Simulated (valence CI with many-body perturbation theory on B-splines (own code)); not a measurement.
**E1 transitions of Cu²³⁺**

Computed by valence CI with perturbative core correlation (CI+MBPT): four valence electrons over a frozen Dirac-Fock core [He], a basis of 11 s, 11 p, 10 d, 8 f, 5 g, 2 h functions for each j, with the one-electron correlation potential Σ1 (screened to all orders), the two-electron term Σ2, the three-electron term Σ3, Breit, model QED; selected single and double excitations, second order for the rest, scaled by the run's own slope (own B-spline code, finite nucleus).

No measured levels were compared; by estimate levels of excited configurations hold to 0.05 to 0.15 % of their energy, terms of the ground configuration to about 0.5 %. Among the levels kept, up to 1000 cm⁻¹ of a level comes from second order outside the variational space, and about a tenth of that is noise between levels of different J, which matters for small intervals.

Lines 151 to 200 of 542 in falling wavelength, among levels below 12092 × 10³ cm⁻¹, chosen from the strongest by gf and those to the six lowest levels. Wavelengths and rates use the calculated energies, so an error of 700 cm⁻¹ moves a line at 109.8 Å by 0.077 % and its rate by three times that or more. Electric multipoles are in the length gauge with retardation, E1 and E2 with the static RPA response of the core. Weak lines are less certain than strong ones. Lines between different terms over intervals too small for the method are left out, as are lines whose strength nearly cancels. The highest levels of a list are the least certain.

Names give the largest LS component (configuration and term), which can be under half, so a name can repeat, a term be missing and a line seem to break the LS rules; names also repeat where a configuration has a term twice. Letters in brackets count levels of one name in rising energy.

| λ vac (Å) | Upper | Lower | A (s⁻¹) | S (a.u.) with core polarisation | S without |
| --- | --- | --- | --- | --- | --- |
| 109.8 | 2s2p²3d ³F_3 [b] | 2s²2p3d ³F°_3 | 7.36e+09 | 3.37e-02 | 3.38e-02 |
| 109.8 | 2p³3s ⁵S°_2 [b] | 2s2p²3s ⁵P_3 | 1.03e+10 | 3.38e-02 | 3.39e-02 |
| 108.5 | 2s2p²3d ³G_3 | 2s²2p3d ³F°_2 | 1.12e+10 | 4.93e-02 | 4.95e-02 |
| 108.0 | 2s2p²3p ¹D°_2 | 2s²2p3p ³P_1 [a] | 1.18e+10 | 3.67e-02 | 3.68e-02 |
| 107.8 | 2s2p²3d ³D_2 [b] | 2s²2p3d ³P°_2 [a] | 1.20e+10 | 3.72e-02 | 3.74e-02 |
| 107.5 | 2p³3d ⁵D°_2 | 2s2p²3d ⁵F_3 [b] | 1.37e+10 | 4.20e-02 | 4.21e-02 |
| 107.5 | 2s2p²3s ³D_2 | 2s²2p3s ³P°_1 | 1.69e+10 | 5.17e-02 | 5.19e-02 |
| 107.3 | 2s2p²3p ³F°_2 | 2s²2p3p ³D_1 | 1.73e+10 | 5.28e-02 | 5.30e-02 |
| 105.8 | 2p⁴ ¹S_0 | 2s2p³ ¹P°_1 | 9.95e+10 | 5.82e-02 | 5.84e-02 |
| 105.7 | 2p⁴ ³P_1 | 2s2p³ ³P°_2 | 2.18e+10 | 3.81e-02 | 3.83e-02 |
| 105.3 | 2s2p²3d ³F_2 [c] | 2s²2p3d ³F°_2 | 1.73e+10 | 4.98e-02 | 5.00e-02 |
| 104.9 | 2p³3d ⁵D°_4 | 2s2p²3d ⁵F_4 | 1.21e+10 | 6.20e-02 | 6.23e-02 |
| 104.3 | 2s2p³ ³D°_1 | 2s²2p² ³P_0 | 1.92e+10 | 3.24e-02 | 3.25e-02 |
| 104.2 | 2p³3p ⁵P_3 | 2s2p²3p ⁵D°_3 | 1.30e+10 | 5.09e-02 | 5.11e-02 |
| 103.7 | 2p⁴ ³P_2 | 2s2p³ ³D°_3 | 3.17e+10 | 8.71e-02 | 8.74e-02 |
| 102.9 | 2s2p²3p ³D°_1 [c] | 2s²2p3p ³D_1 | 2.68e+10 | 4.31e-02 | 4.33e-02 |
| 102.4 | 2s2p³ ³P°_1 | 2s²2p² ³P_2 | 2.15e+09 | 3.42e-03 | 3.43e-03 |
| 101.5 | 2s2p²3d ³F_2 [d] | 2s²2p3d ³D°_1 | 1.51e+10 | 3.91e-02 | 3.93e-02 |
| 99.22 | 2s2p³ ³P°_2 | 2s²2p² ³P_2 | 3.19e+10 | 7.68e-02 | 7.70e-02 |
| 98.68 | 2s2p²3d ¹F_3 [b] | 2s²2p3d ¹F°_3 | 3.92e+10 | 1.30e-01 | 1.30e-01 |
| 98.52 | 2p⁴ ³P_2 | 2s2p³ ³D°_2 | 1.78e+10 | 4.20e-02 | 4.21e-02 |
| 98.42 | 2s2p³ ³P°_0 | 2s²2p² ³P_1 | 3.01e+10 | 1.42e-02 | 1.42e-02 |
| 98.23 | 2p³3d ⁵D°_3 | 2s2p²3d ⁵F_3 [a] | 9.85e+09 | 3.23e-02 | 3.24e-02 |
| 98.01 | 2s2p²3d ³D_3 [d] | 2s²2p3d ³D°_3 | 1.12e+10 | 3.66e-02 | 3.67e-02 |
| 97.85 | 2s2p²3d ³D_3 [c] | 2s²2p3d ³P°_2 [a] | 9.45e+09 | 3.06e-02 | 3.07e-02 |
| 97.72 | 2s2p²3d ³D_3 [e] | 2s²2p3d ³P°_2 [b] | 9.75e+09 | 3.14e-02 | 3.16e-02 |
| 97.72 | 2s2p²3p ³P°_2 [b] | 2s²2p3p ³D_2 | 1.29e+10 | 2.98e-02 | 2.99e-02 |
| 97.53 | 2s2p²3d ³D_3 [c] | 2s²2p3d ³F°_3 | 1.51e+10 | 4.85e-02 | 4.87e-02 |
| 97.41 | 2p³3d ⁵D°_4 | 2s2p²3d ⁵F_3 [a] | 7.47e+09 | 3.07e-02 | 3.08e-02 |
| 96.88 | 2p³3p ³D_1 [b] | 2s2p²3p ³F°_2 | 3.40e+10 | 4.58e-02 | 4.60e-02 |
| 96.88 | 2s2p³ ¹D°_2 | 2s²2p² ¹D_2 | 5.28e+10 | 1.18e-01 | 1.19e-01 |
| 96.81 | 2s2p³ ³P°_1 | 2s²2p² ³P_1 | 2.71e+10 | 3.64e-02 | 3.66e-02 |
| 96.75 | 2p³3s ⁵S°_2 [a] | 2s²2p3p ¹D_2 | 1.97e+10 | 4.40e-02 | 4.42e-02 |
| 96.68 | 2s2p²3d ³P_1 [c] | 2s²2p3d ³F°_2 | 2.79e+10 | 3.73e-02 | 3.75e-02 |
| 96.60 | 2s2p²3s ³P_1 [b] | 2s²2p3s ³P°_1 | 3.74e+10 | 5.00e-02 | 5.01e-02 |
| 96.38 | 2s2p²3p ³P°_2 [c] | 2s²2p3p ³D_2 | 1.34e+10 | 2.95e-02 | 2.97e-02 |
| 96.37 | 2p³3s ³P°_1 | 2s2p²3s ³D_2 | 3.26e+10 | 4.32e-02 | 4.33e-02 |
| 96.04 | 2p³3p ⁵P_3 | 2s2p²3p ⁵D°_2 | 1.06e+10 | 3.23e-02 | 3.24e-02 |
| 95.95 | 2s2p²3d ³D_3 [e] | 2s²2p3d ³D°_3 | 1.50e+10 | 4.59e-02 | 4.60e-02 |
| 95.79 | 2s2p²3p ³P°_2 [c] | 2s²2p3p ³P_1 [a] | 1.41e+10 | 3.05e-02 | 3.06e-02 |
| 95.64 | 2s2p²3d ³D_2 [c] | 2s²2p3d ³F°_3 | 3.83e+10 | 8.27e-02 | 8.30e-02 |
| 95.59 | 2s2p²3p ³S°_1 [b] | 2s²2p3p ³P_2 | 3.84e+10 | 4.97e-02 | 4.99e-02 |
| 95.59 | 2s2p²3d ³F_4 [c] | 2s²2p3d ³F°_4 | 3.90e+10 | 1.51e-01 | 1.52e-01 |
| 95.52 | 2s2p²3p ³P°_1 [c] | 2s²2p3p ³D_2 | 4.36e+10 | 5.63e-02 | 5.65e-02 |
| 95.47 | 2s2p²3d ¹P_1 [b] | 2s²2p3d ¹D°_2 | 4.39e+10 | 5.66e-02 | 5.68e-02 |
| 95.45 | 2p³3p ⁵P_2 | 2s²2p3d ³D°_3 | 2.34e+10 | 5.03e-02 | 5.05e-02 |
| 95.45 | 2p³3s ⁵S°_2 [b] | 2s²2p3p ¹D_2 | 2.02e+10 | 4.34e-02 | 4.36e-02 |
| 95.40 | 2s2p²3s ³S_1 | 2s²2p3s ³P°_2 | 5.07e+10 | 6.52e-02 | 6.54e-02 |
| 95.30 | 2s2p²3d ³D_3 [d] | 2s²2p3d ³F°_4 | 2.70e+10 | 8.07e-02 | 8.10e-02 |
| 95.15 | 2s2p²3p ³D°_2 [c] | 2s²2p3p ³P_2 | 3.73e+10 | 7.92e-02 | 7.95e-02 |
